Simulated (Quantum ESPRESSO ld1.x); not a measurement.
Results of a calculation; reference values are marked as such.
Species: Rh XXIV. Configuration: [Ar] 3d4 (the NIST ground configuration). Code: ld1.x of Quantum ESPRESSO 7.5. Model: Dirac Kohn-Sham, LDA (Slater exchange, Perdew-Zunger correlation), spin-unpolarised, spherical densities, point nucleus; open shells are shared between the two j in proportion to 2j + 1. Some entries of the table are withheld. Estimate them.

| orbital | occ. | eigenvalue (hartree) | r(max) (bohr) | <r^2> (bohr^2) |
|---|---|---|---|---|
| 1s1/2 | 2 | -878.354 | 0.021 | 0.001441 |
| 2s1/2 | 2 | -155.286 | 0.120 | 0.02347 |
| 2p1/2 | 2 | (1) | 0.093 | 0.01758 |
| 2p3/2 | 4 | (2) | 0.097 | 0.01888 |
| 3s1/2 | 2 | -50.2548 | 0.340 | 0.1528 |
| 3p1/2 | 2 | (3) | 0.324 | (4) |
| 3p3/2 | 4 | (5) | 0.332 | (6) |
| 3d3/2 | 1.6 | -40.3138 | 0.268 | 0.1231 |
| 3d5/2 | 2.4 | -40.0761 | 0.270 | 0.1249 |

Answer. 
(1) 2p1/2 eigenvalue (hartree): -146.466
(2) 2p3/2 eigenvalue (hartree): -141.118
(3) 3p1/2 eigenvalue (hartree): -46.9270
(4) 3p1/2 <r^2> (bohr^2): 0.1447
(5) 3p3/2 eigenvalue (hartree): -45.8249
(6) 3p3/2 <r^2> (bohr^2): 0.1516
